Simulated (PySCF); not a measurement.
## Computed structure and properties of ErF3(H2O)

System: ErF3(H2O) (singlet in the valence; each metal's 4f electrons, 11 of them, lie in its core potential, out of spins and levels); start: template (Cs). Method: PySCF 2.14.0, RKS PBE0, Er lcecp-1-SVP with ECP57, F def2-SVP, O def2-SVP, H def2-SVP; non-relativistic Hamiltonian with scalar-relativistic core potentials where named; density fitting; no spin-orbit coupling.

Input of the relaxation:

```python
mol = gto.M(atom='''
Er     0.01334    -0.01334     0.01334
F      1.20624     1.17956     1.20624
F     -1.17956    -1.20624     1.20624
F      1.20624    -1.20624    -1.17956
O     -1.38526     1.38526    -1.38526
H     -1.72596     2.27036    -1.18146
H     -1.72596     1.18146    -2.27036''',
    basis={'Er': 'lcecp-1-SVP', 'F': 'def2-SVP', 'O': 'def2-SVP', 'H': 'def2-SVP'},
    ecp={'Er': 'lcecp-1-SVP'},
    charge=0, spin=0)
mf = dft.RKS(mol, xc='PBE0')
mf.grids.atom_grid = (50, 194)  # f atoms: unpruned, at least (60, 302)
mf = mf.density_fit()  # fitting sets: Er AutoAux, F def2-universal-JKFIT, O def2-universal-JKFIT, H def2-universal-JKFIT
mf.conv_tol = 1e-08; mf.max_cycle = 55
mf.kernel(dm0)  # dm0: converged density of the start geometry
# quasi-Newton relaxation in Cartesian coordinates to a largest gradient under 0.00045 Eh/bohr, steps kept in the point group
```

Run from Python with OMP_NUM_THREADS=2; the lines above give its settings. Where DIIS fails, smearing, a level shift and second-order steps follow.
It took 39 s on 2 threads of Arm Neoverse V1, with other jobs on the host, from the converged density of the start.

Course of the relaxation:

```json
{"step": "0", "energy above end (eV)": "0.2702", "largest force component within the symmetry (eV/Å)": "1.109"}
{"step": "1", "energy above end (eV)": "0.0892", "largest force component within the symmetry (eV/Å)": "0.451"}
{"step": "2", "energy above end (eV)": "0.0469", "largest force component within the symmetry (eV/Å)": "0.215"}
{"step": "3", "energy above end (eV)": "0.0221", "largest force component within the symmetry (eV/Å)": "0.199"}
{"step": "4", "energy above end (eV)": "0.0023", "largest force component within the symmetry (eV/Å)": "0.059"}
{"step": "5", "energy above end (eV)": "0.0014", "largest force component within the symmetry (eV/Å)": "0.050"}
{"step": "6", "energy above end (eV)": "0.0003", "largest force component within the symmetry (eV/Å)": "0.026"}
{"step": "7", "energy above end (eV)": "0.0002", "largest force component within the symmetry (eV/Å)": "0.017"}
{"step": "8", "energy above end (eV)": "0.0001", "largest force component within the symmetry (eV/Å)": "0.011"}
{"step": "9", "energy above end (eV)": "0.0000", "largest force component within the symmetry (eV/Å)": "0.018"}
```

Relaxed geometry (Cs):

```xyz
7

Er    0.0780   -0.0815    0.0815
F     1.0546    1.3440    1.1006
F    -1.2889   -1.1158    1.1158
F     1.0546   -1.1006   -1.3440
O    -1.2721    1.2964   -1.2964
H    -1.6086    2.1738   -1.0746
H    -1.6086    1.0746   -2.1738
```

```csv
contact,Å
Er1–F2 (F),2.006
Er1–F3 (F),2.002
Er1–F4 (F),2.006
Er1–O5 (H2O),2.371
```

On the finer grid (75, 302):

| Item | Value |
| --- | --- |
| HOMO | -9.57 eV |
| LUMO | -1.13 eV |
| Dipole about the centre of mass | 6.68 D |
| Set of Mulliken populations of Er1 outside the core potential | s 2.17, p 6.36, d 1.21, f 0.08 |
| D3(BJ) dispersion energy (not in the energies) | -0.082 eV |

```json
{"atom": "Er1", "Mulliken (e)": "1.18", "Löwdin (e)": "0.67", "spin (e)": "0.00"}
{"atom": "F2", "Mulliken (e)": "-0.46", "Löwdin (e)": "-0.32", "spin (e)": "0.00"}
{"atom": "F3", "Mulliken (e)": "-0.45", "Löwdin (e)": "-0.32", "spin (e)": "0.00"}
{"atom": "F4", "Mulliken (e)": "-0.46", "Löwdin (e)": "-0.32", "spin (e)": "0.00"}
{"atom": "O5", "Mulliken (e)": "-0.29", "Löwdin (e)": "0.01", "spin (e)": "0.00"}
{"atom": "H6", "Mulliken (e)": "0.24", "Löwdin (e)": "0.14", "spin (e)": "0.00"}
{"atom": "H7", "Mulliken (e)": "0.24", "Löwdin (e)": "0.14", "spin (e)": "0.00"}
```

The 4f levels lie in the core potential and are missing. Their spin isn't counted.

On the grid (50, 194), as all that follows. Harmonic modes: a minimum within the noise of the softest modes; lowest 4 cm⁻¹ (negative: unstable), highest 3945 cm⁻¹, zero-point energy 0.784 eV.

Taking off one F (charge -1, singlet; the rest: singlet) in vacuum, both parts rigid, costs 11.29 eV; the small basis without counterpoise inflates it. Most of it is the attraction of opposite charges; other ways to part are cheaper, and one spin state was tried for the rest.

Rigid scan of F along the line from its metal:

```
distance to F2 (Å)  energy (eV)
              1.71        1.460
              1.81        0.549
              1.91        0.116
              2.01        0.000
              2.11        0.089
              2.21        0.307
              2.41        0.945
              2.71        2.044
              3.11        3.376
              3.61        4.626
```

Taking off one H2O (charge 0, singlet; the rest: singlet) in vacuum, both parts rigid, costs 1.47 eV; the small basis without counterpoise inflates it.

Rigid scan of H2O along the line from its metal:

distance to O5 (Å), energy (eV) and a bar:
```
     2.07      0.431 ############
     2.17      0.163 #####
     2.27      0.036 #
     2.37      0.000 
     2.47      0.023 #
     2.57      0.081 ##
     2.77      0.246 #######
     3.07      0.512 ###############
     3.47      0.798 #######################
     3.97      1.037 ##############################
```

One start shape was tried, so this needn't be the lowest isomer.

An lcecp potential fixes the number of 4f electrons, so in runs with it no electron can move into or out of that shell.
